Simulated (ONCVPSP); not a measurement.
Sb (Z = 51): one change to an ONCV potential, before and after

* Element: antimony (Sb)
* Generator: ONCVPSP 4.0.1
* Type: optimised norm-conserving Vanderbilt (ONCV)
* Functional: PBE
* Relativity: scalar-relativistic
* Frozen core: [Kr]
* Valence charge: 15
* Reference configuration: 4d10 5s2 5p3
* Partial waves: 5s: rc 2.00 bohr, ncon 4, nbas 8, qcut 3.2 1/bohr, 2 projectors, debl 2.9 Ha; 5p: rc 2.35 bohr, ncon 4, nbas 7, qcut 2.9 1/bohr, 2 projectors, debl 3.9 Ha; 4d: rc 1.05 bohr, ncon 4, nbas 8, qcut 8.4 1/bohr, 2 projectors, debl 2.4 Ha
* Local potential: polynomial inside 1.00 bohr (lpopt 5, dvloc0 6 Ha)
* Core correction: Teter function, fcfact 5, rcfact 1.65

All-electron outer shells of the reference configuration (PBE, scalar-relativistic, ld1.x):

```csv
shell,level (eV),outermost node (bohr),outermost maximum (bohr)
4s,-148.83,0.39,0.73
4p,-101.79,0.39,0.76
4d,-33.51,0.38,0.84
5s,-12.83,0.95,1.90
5p,-4.83,1.04,2.35
```

Change: all radii but the core radius scaled by about 0.85 (s 1.70, p 2.00, d 0.88 bohr); local potential polynomial inside 0.84 bohr (lpopt 5, dvloc0 6 Ha).

Cutoffs: the cutoffs (Ha) at which the residual kinetic energy of the hardest occupied pseudo-wave falls to 1 and 0.1 mHa per electron; they do not see the model core or the augmentation charge, which bear on the density cutoff. Errors are all-electron minus pseudo energies relative to the spin-unpolarised reference configuration.

Question: How do hardness, ghosts and transferability respond?

Answer: The potential gets harder (116 Ha and 205 Ha → 160 Ha and 294 Ha); the bound ghosts move from s to p, s; of the 4 tests that both files solve, the error grows in 2 and shrinks in 0 by more than 15 % and 0.3 meV (median size 31.4 → 33.5 meV). A smaller radius makes the pseudo-wave follow the all-electron one further in, where it bends more sharply, so more plane waves are needed.

```csv
quantity,base,changed
"cutoff, loose",116 Ha,160 Ha
"cutoff, tight",205 Ha,294 Ha
loose cutoff by channel,"s 15 Ha, p 8.4 Ha, d 116 Ha","s 11 Ha, p 7.3 Ha, d 160 Ha"
bound ghosts,s,"s, p"
GHOST(+) flags under 300 eV,p at 66.4 eV,s at 135.5 eV
"error for 4d10 5s2 5p2, meV [ΔE 8.32 eV]",-2.5,-4.3
"error for 4d10 5s2 5p1, meV [ΔE 24.29 eV]",-13,-18
"error for 4d10 5s2 5p0, meV [ΔE 48.70 eV]",-50,-49
"error for 4d10 5s1 5p0, meV [ΔE 92.99 eV]",-172,-169
"rms error of d²Exc/dni dnj with the model core, mHa",1.21,1.22
```

 A true bound ghost makes a file unfit for plane-wave use even where its test errors are small: the radial tests pick states by their node count and pass the ghost by.
